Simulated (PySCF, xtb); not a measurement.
bromine monochloride (BrCl), SMILES ClBr.

GFN2-xTB (xtb) at its own geometry gives an orbital gap of 3.04 eV and a dipole moment of 3.81 D.

Coordinates come from a B3LYP-D3(BJ)/def2-TZVP optimisation.

Problem. What does B3LYP/def2-TZVPD run with PySCF give? (Estimate from the structure and the level; the computed values follow.)

Solution. gap 4.31 eV (levels -8.19 and -3.88 eV), dipole 0.48 D.
